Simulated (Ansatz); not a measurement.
Harmonic frequencies (cm⁻¹) at PBE0-D4/def2-TZVP from Ansatz: 44, 79, 81, 123, 168, 201, 329, 372, 396, 412, 449, 498, 508, 545, 659, 682, 708, 781, 804, 839, 872, 907, 927, 935, 942, 946, 1200, 2197, 2210, 2215, 2218, 2225, 2230, 2233, 2589, 2693.

Each molecule was computed in one conformer, which needn't be the lowest.

(1) Which molecule is it?
A. `FCBCF`
B. `BS[SiH2][SiH2][SiH3]`
C. `FBC1(F)C=N1`
D. `[BH2][Ga]([OH])[F]`

Answers

(1) B.
